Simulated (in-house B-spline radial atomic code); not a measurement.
## PBE0 excitations of the ytterbium ion Yb²⁺

Method: PBE0. Computed with a B-spline radial code for spherical atoms: linear response of the closed shell [Xe] 4f14 with the functional's adiabatic kernel; scalar-relativistic (spin-free one-electron X2C), finite nucleus, no spin-orbit coupling, no double excitations, S, P, D and F terms only; shells from n = 3 respond. Only terms of natural parity with L up to 3 were computed.

Spin-orbit coupling is strong here, so these LS terms don't match observed levels.

Command:
```bash
python run_td.py task.json out
```
Settings (radii: box in bohr, nucleus in fm):
```
Z                        70
electrons                68
configuration            [Xe] 4f14
hamiltonian              x2c
method                   pbe0
box_radius               29.48
rms_radius               5.3108
intervals                72
```

Run time, properties included: 9.1 s on 1 thread of Arm Neoverse N1 (shared host).

The lowest states, in the order of their Tamm-Dancoff energies; the method's threshold (minus the highest occupied level) is 20.398 eV. Labels give the largest channel, * marks a mixed state, and oscillator strengths are full-response dipole values. Semilocal kernels can invert the small singlet-triplet splittings of Rydberg terms. Energies in eV:

```
     state  full response  Tamm-Dancoff  oscillator strength
4f → 6s 3F          3.725         3.731                    -
4f → 6s 1F          3.833         3.836                    -
4f → 5d 3P          4.312         4.402                    -
4f → 5d 3F              ?             ?                    -
4f → 5d 1F          5.284         5.294                    -
4f → 5d 1P          6.162         6.624                0.117
4f → 6p 3D              ?             ?                    -
4f → 6p 1D          8.768         8.778                    -
4f → 7s 3F         13.311        13.312                    -
4f → 7s 1F         13.338        13.339                    -
```

Where does 4f → 5d 3F lie?

At 4.802 eV in full response, 4.841 eV in Tamm-Dancoff.

Where does 4f → 6p 3D lie?

At 8.574 eV in full response, 8.580 eV in Tamm-Dancoff.

How large is the singlet-triplet splitting of 4f → 6s (F terms) in Tamm-Dancoff?

0.105 eV, from the unrounded values.

What polarisabilities and dispersion coefficient does the method give?

Dipole 7.238 bohr³, quadrupole 17.17 bohr⁵, C6 35.7 hartree·bohr⁶ for two such species.
